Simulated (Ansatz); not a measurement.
The same path of BF2H3Si (7 atoms, charge 0, multiplicity 1) was run twice with different band settings. The coordinate that changes most is the dihedral F1–B2–Si4–H6.

Level of theory: RKS PBE0-D4/def2-SVP in Ansatz.

Relaxed end points:

```xyz
7
Properties=species:S:1:pos:R:3
F 1.921 -0.743 0.820
B 0.624 -0.823 0.592
F 0.011 -1.887 1.076
Si -0.414 0.589 -0.441
H 0.471 1.704 -0.888
H -1.499 1.137 0.431
H -1.052 -0.047 -1.635
```

```xyz
7
Properties=species:S:1:pos:R:3
F 0.692 -0.858 1.907
B 0.624 -0.825 0.591
F 1.286 -1.768 -0.053
Si -0.438 0.587 -0.420
H 0.471 1.318 -1.355
H -1.072 1.561 0.516
H -1.501 -0.083 -1.232
```

Common settings: movable images 7; climbing image yes; spring 5.0 eV/Å²; optimiser quadratic models (default); start path through a guess of the saddle point; force threshold 0.03 eV/Å; end points relaxed.

| run | iteration limit |
| --- | --- |
| 1 | 60 |
| 2 | 6 |

What does each run give, and how far can it be trusted?

Run 1: converged after 8 iterations, highest image 0.000 eV above the first end. The top lies less than 8 meV above the higher end, about what the thresholds resolve: that end is a shoulder or a very shallow well. A vibrational analysis at the climbing image gives no mode beyond 40i cm⁻¹: the surface is too flat there to confirm a saddle point.
Run 2: not converged after 6 iterations, highest image 0.002 eV above the first end. The band didn't meet its force threshold, so its energies are provisional: the largest band force was still 0.18 eV/Å, and over the last iterations the top moved between 0.00 and 0.04 eV.
